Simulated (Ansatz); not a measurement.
Start from `OCS` and change one element to get `[OH][SnH2][SH]`.

Ansatz, PBE0-D4/def2-TZVP geometries, multiplicity 1. Each molecule was computed in one conformer, which needn't be the lowest.

Elements past krypton have def2 core potentials.

| property | `OCS` |
| --- | --- |
| HOMO–LUMO gap (ωB97M-V/def2-TZVPP) / eV | 11.47 |
| LUMO energy (B3LYP/def2-TZVPP) / eV | 0.15 |
| LUMO energy (PBE0/def2-TZVPP) / eV | 0.48 |
| size of the dipole moment (PBE/def2-TZVPP) / D | 2.36 |
| HOMO energy (PBE/def2-TZVPP) / eV | -5.84 |
| HOMO–LUMO gap (B3LYP/def2-TZVPP) / eV | 7.01 |

Q: Give the same properties after the change, and the shifts. (Estimate.)

A: Computed: 
```
                                      property  `[OH][SnH2][SH]`  shift
       HOMO–LUMO gap (ωB97M-V/def2-TZVPP) / eV             10.86  -0.61
           LUMO energy (B3LYP/def2-TZVPP) / eV             -0.96  -1.11
            LUMO energy (PBE0/def2-TZVPP) / eV             -0.64  -1.12
size of the dipole moment (PBE/def2-TZVPP) / D              0.50  -1.86
             HOMO energy (PBE/def2-TZVPP) / eV             -6.32  -0.48
         HOMO–LUMO gap (B3LYP/def2-TZVPP) / eV              6.36  -0.65
```

With PBE0 the HOMO falls by 0.47 eV and the LUMO falls by 1.12 eV, so the gap narrows by about 0.65 eV. PBE moves the HOMO by -0.48 eV and ωB97M-V by -0.43 eV. Dipoles are sizes alone; their direction can turn.

B3LYP here is the variant with VWN-RPA as its local correlation; programs differ in this.
